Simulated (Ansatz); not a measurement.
Gas-phase electronic energies from Ansatz, PBE0-D4/def2-TZVP geometries. CCSD(T)/CBS is the MP2 limit (def2-TZVPP, def2-QZVPP) plus CCSD(T) − MP2 in def2-TZVPP, frozen cores. DFT in def2-TZVPP. One conformer a species, not always the lowest.

Reaction (substitution at a C–O bond): `COB(F)OC` + `O[Si](O)(Cl)Cl` → `CO[Si](O)(Cl)Cl` + `COB(O)F`

Q: Is it downhill or uphill in electronic energy at CCSD(T)/CBS, and by how much? (Estimate.)

A: Computed: Downhill: ΔE = -0.04 eV.

Q: What do these levels give: PBE0-D4, PBE, PBE0, MP2/def2-TZVPP, SCS-MP2/def2-TZVPP, MP2/CBS(def2)? (Best estimate.)

A: Computed: PBE0-D4 -0.04, PBE -0.02, PBE0 -0.02, MP2/def2-TZVPP -0.05, SCS-MP2/def2-TZVPP -0.04, MP2/CBS(def2) -0.05 eV.

Largest T1 diagnostic among the species: 0.012.
